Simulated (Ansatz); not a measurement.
Reactions of `CO[Si]OC`.

Isolated molecules relaxed with PBE0-D4/def2-TZVP in Ansatz; ΔE leaves out vibrations. CCSD(T)/CBS adds triple-zeta CCSD(T) − MP2 to the extrapolated MP2 energy (def2 sets, frozen cores). This one scheme is used for every species. Functionals use def2-TZVPP. Elements past krypton have def2 core potentials. For Sn, V, Y outer-core shells are correlated without core-valence functions, which leaves a few kJ/mol of doubt a bond. Scalar relativity is left out up to krypton. One conformer a species, not always the lowest.

```tsv
reaction	B2PLYP (kJ/mol)
`CO[Si]OC` + `CC[Si]N` → `CO[Si]N` + `CC[Si]OC`	12
`CO[Si]OC` + `C[NH][SnH2][OH]` → `CO[Si]O` + `C[NH][SnH2][O]C`	-7
`CO[Si]OC` + `OB(S)S` → `COB(S)S` + `CO[Si]O`	-19
`CO[Si]OC` + `[OH][Y]([OH])[OH]` → `CO[Si]O` + `C[O][Y]([OH])[OH]`	-16
`CO[Si]OC` + `NC=O` → `CNC=O` + `CO[Si]O`	-44
`CO[Si]OC` + `N[SiH2]N` → `CO[Si]N` + `CO[SiH2]N`	-19
`CO[Si]OC` + `[O]=[V]([OH])([F])[Cl]` → `CO[Si]Cl` + `C[O][V](=[O])([OH])[F]`	-6
`CO[Si]OC` + `CCC(C)=O` → `CC[Si]OC` + `COC(C)=O`	106
`CO[Si]OC` + H₂ → CH₄ + `CO[Si]O`	-138
`CO[Si]OC` + `CBS` → `CO[Si]C` + `COBS`	30
```

Task: Give the CCSD(T)/CBS values in the same order. (Estimate.)

Result: The calculation gave: 11, -10, -21, -14, -48, -19, -13, 105, -137, 28 kJ/mol.

Largest T1 diagnostic: 0.032, for `[O]=[V]([OH])([F])[Cl]`, so its coupled-cluster energy is less sure.
